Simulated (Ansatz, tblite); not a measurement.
Cost and result up the ladder for the cluster Sn₄Te₃ (the lowest singlet isomer of a short search) (7 atoms). Charge 0, multiplicity 1. Geometry: r2SCAN-D4/def2-SVP.

```csv
atom,x (Å),y (Å),z (Å)
Sn1,-1.629,-1.377,-0.845
Sn2,-0.365,1.999,0.893
Sn3,1.318,-0.396,-1.836
Sn4,0.959,-1.772,1.098
Te5,2.329,0.772,0.647
Te6,-1.070,1.290,-1.905
Te7,-1.541,-0.516,1.948
```

Ansatz on 4 threads of Arm Neoverse V1 on a shared host; xTB runs through tblite on one thread. Times are rough, summed over both states, and most runs start from the orbitals of an earlier one. PBE0-D4/def2-SVP serves as the yardstick here, not as an exact answer. The other state is a doublet.

In the def2 sets Sn, Te take a core potential; there is no spin–orbit coupling. The xTB rows come from tblite. The structure comes from a short search, and lower isomers may exist.

Raw xTB energies of ions are shifted by several eV.

| level | functions | wall time | vertical IE (eV) | difference from PBE0-D4/def2-SVP (eV) |
| --- | --- | --- | --- | --- |
| GFN1-xTB | 63 | 0.022 s | 11.66 | 4.59 |
| GFN2-xTB | 63 | 0.047 s | 12.14 | 5.06 |
| PBE-D4/def2-SVP | 182 | 14 s | 6.89 | -0.19 |
| PBE0-D4/def2-SVP | 182 | 34 s | 7.08 | 0.00 |
